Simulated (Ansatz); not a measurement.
```yaml
crystal:
  periodic: [false, false, false]
  atoms:
    - {symbol: P, position_ang: [-0.024609, -1.839955, -0.156591]}
    - {symbol: B, position_ang: [-1.679065, -0.975828, 0.315329]}
    - {symbol: P, position_ang: [-1.546109, 0.874000, -0.231267]}
    - {symbol: B, position_ang: [1.737158, -0.998068, 0.280267]}
    - {symbol: P, position_ang: [1.621054, 0.903960, -0.231998]}
    - {symbol: B, position_ang: [-0.022496, 1.889416, 0.277000]}
    - {symbol: H, position_ang: [-0.031183, -3.140381, 0.218730]}
    - {symbol: H, position_ang: [-0.028909, -2.087209, -1.619719]}
    - {symbol: H, position_ang: [-2.657705, -1.540747, -0.233098]}
    - {symbol: H, position_ang: [-1.654704, -0.941332, 1.514617]}
    - {symbol: H, position_ang: [-1.809146, 0.998981, -1.657177]}
    - {symbol: H, position_ang: [-2.717050, 1.655303, 0.237799]}
    - {symbol: H, position_ang: [2.567946, -1.533138, -0.189750]}
    - {symbol: H, position_ang: [1.646808, -0.940016, 1.494762]}
    - {symbol: H, position_ang: [1.839692, 1.005175, -1.621807]}
    - {symbol: H, position_ang: [2.729823, 1.546980, 0.270666]}
    - {symbol: H, position_ang: [0.008903, 1.960690, 1.515376]}
    - {symbol: H, position_ang: [-0.022908, 2.993765, -0.268255]}
basis:
  gaussian: {orbitals: def2-SVPD, nuclear_model: gaussian}
hamiltonian: {xc: {name: PBE0}, dispersion: d3bjatm}
output: {forces: true}
```

```sh
$ ansatz run in.yaml --threads 4 --pin off --events-out ev --progress --plain --max-ram 4787MiB
```

Shortened log:

```
Functional definition: PBE0
  name "PBE0"
  cite "Adamo & Barone, J. Chem. Phys. 110, 6158 (1999) doi:10.1063/1.478522"
  cite "Perdew, Burke & Ernzerhof, Phys. Rev. Lett. 77, 3865 (1996) doi:10.1103/PhysRevLett.77.3865"
  parent pbe
  parameter a = 0.25
  parameter kappa = 0.804
  parameter beta = 0.06672455060314922
  exchange = (1 - a)*pbe_x(kappa = kappa, mu = beta*pi^2/3) + a*exact_x
  correlation = pbe_c(beta = beta)
1980 factors; their error is unknown
mean field evaluation 1: about -30063.0035 eV, gradient 3.9e1 eV
mean field evaluation 2: about -30063.4212 eV, gradient 3.7e1 eV
mean field evaluation 4: about -30068.1345 eV, gradient 1.4e0 eV
mean field evaluation 8: about -30068.1409 eV, gradient 1.6e-2 eV
mean field evaluation 16: about -30068.3665 eV, gradient 8.1e-5 eV
mean field -30068.36647432 eV, -1104.9920868605 hartree, gradient 8.1e-5 eV, S^2 0.000000; 0 other end points of the search recorded, 0 dependent functions left out
the calculation of the forces begins
reference -30068.36652131 eV, -1104.9920885872 hartree; 36, 36 occupied and 192, 192 virtual orbitals, 1980 factors
Total energy: -30068.92661122 eV, -1105.0126715118 hartree
Atom 0 at    -0.024609    -1.839955    -0.156591 Å, force     0.845906     1.530004    -2.328793 eV/Å
Atom 1 at    -1.679065    -0.975828     0.315329 Å, force    -0.720409    -0.310969    -0.482456 eV/Å
Atom 2 at    -1.546109     0.874000    -0.231267 Å, force    -1.612371     0.665573    -0.500142 eV/Å
Atom 3 at     1.737158    -0.998068     0.280267 Å, force    -3.630944     1.898123     1.691932 eV/Å
Atom 4 at     1.621054     0.903960    -0.231998 Å, force    -1.302734    -0.899707    -0.128069 eV/Å
Atom 5 at    -0.022496     1.889416     0.277000 Å, force     1.065162     0.610564     0.302105 eV/Å
Atom 6 at    -0.031183    -3.140381     0.218730 Å, force    -0.011830    -1.466744     0.666690 eV/Å
Atom 7 at    -0.028909    -2.087209    -1.619719 Å, force    -0.057345     0.193905     1.102581 eV/Å
Atom 8 at    -2.657705    -1.540747    -0.233098 Å, force     0.666143     0.365544     0.484572 eV/Å
Atom 9 at    -1.654704    -0.941332     1.514617 Å, force    -0.205093    -0.039048     0.420977 eV/Å
Atom 10 at    -1.809146     0.998981    -1.657177 Å, force     0.249449    -0.082499     0.671204 eV/Å
Atom 11 at    -2.717050     1.655303     0.237799 Å, force     0.947706    -0.820660    -0.324226 eV/Å
Atom 12 at     2.567946    -1.533138    -0.189750 Å, force     2.712690    -1.724421    -1.403596 eV/Å
Atom 13 at     1.646808    -0.940016     1.494762 Å, force     0.349633    -0.106411     0.061951 eV/Å
Atom 14 at     1.839692     1.005175    -1.621807 Å, force     0.098572     0.165434    -0.165833 eV/Å
Atom 15 at     2.729823     1.546980     0.270666 Å, force     0.722171     0.481733     0.276391 eV/Å
Atom 16 at     0.008903     1.960690     1.515376 Å, force    -0.095325    -0.121527    -0.499338 eV/Å
Atom 17 at    -0.022908     2.993765    -0.268255 Å, force    -0.021380    -0.338894     0.154051 eV/Å
Dipole moment:     0.053811    -0.003856    -0.435328 e Å
```

It took 7 s on 4 threads of Arm Neoverse V2 on a shared host, peak host memory 0.7 GiB.
